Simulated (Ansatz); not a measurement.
## A family of molecules: the vertical ionisation energy

Gas-phase molecules, one atom swapped for its congeners: BF3 (boron trifluoride) `FB(F)F`; BClF2 (chlorodifluoroborane) `FB(F)Cl`; BBrF2 `FB(F)Br`; BIF2 (difluoroiodoborane) `FB(F)I`. All are singlets with charge 0.

Shapes, held fixed at every level: PBE0-D4/def2-TZVP. Programs: Ansatz 0.2.0. Values in eV.

Problem. How should the vertical ionisation energy change along the series?

Solution. At B2PLYP/def2-TZVPP the vertical ionisation energy falls at every step, from 15.47 to 10.59 eV. Every level shows the same order. For atoms past krypton def2 sets carry core potentials with scalar relativity. Relativity is left out for Br. Outer-core shells of Br, I are correlated, in sets that cover them unevenly. The lone pairs of the heavier congeners lie higher, so an electron comes off more easily. Spin-orbit coupling, which grows down the group, is left out.

| level | BF3 | BClF2 | BBrF2 | BIF2 |
| --- | --- | --- | --- | --- |
| PBE-D4/def2-TZVPP | 14.43 | 12.45 | 11.60 | 10.47 |
| r2SCAN-D4/def2-TZVPP | 14.78 | 12.66 | 11.77 | 10.56 |
| PBE0-D4/def2-TZVPP | 15.26 | 12.80 | 11.80 | 10.60 |
| wB97M-V/def2-TZVPP | 15.51 | 12.87 | 11.78 | 10.56 |
| wB97X-V/def2-TZVPP | 15.52 | 12.89 | 11.85 | 10.63 |
| B2PLYP/def2-TZVPP | 15.47 | 12.81 | 11.80 | 10.59 |
